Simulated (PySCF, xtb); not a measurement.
C₃H₆BFO₂, SMILES C1C(B(O)O)(C1)F.

xtb with GFN2-xTB at its own geometry gives an orbital gap of 6.45 eV and a dipole moment of 1.20 D.

Geometry: B3LYP-D3(BJ)/def2-SVP. The structure was generated by enumeration, and PubChem lists no compound with its InChIKey, so it may never have been made. One conformer was computed; it need not be the lowest.

### Question
What does PBE/def2-TZVP (PySCF) give? (Estimate from the structure and the level; the computed values follow.)

### Answer
gap 6.73 eV (levels -6.71 and 0.02 eV), dipole 0.47 D.
